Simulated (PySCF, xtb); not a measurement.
CHS, SMILES [CH][S] (connectivity only; charge and spin as stated), neutral, multiplicity 2.

Harmonic wavenumbers (cm⁻¹) from GFN2-xTB in xtb at its own minimum, in rising order: 806, 1245, 3036.

### Question
What does PySCF 2.14.0 with PBE-D3(BJ)/def2-TZVPD give at its own minimum? (The exact figures need the calculation; the answer reports its results.)

### Answer
797, 1181, 3026. Paired by order, the mean absolute difference is 27 cm⁻¹ and the zero-point energies are 7.3 and 7.2 kcal/mol.
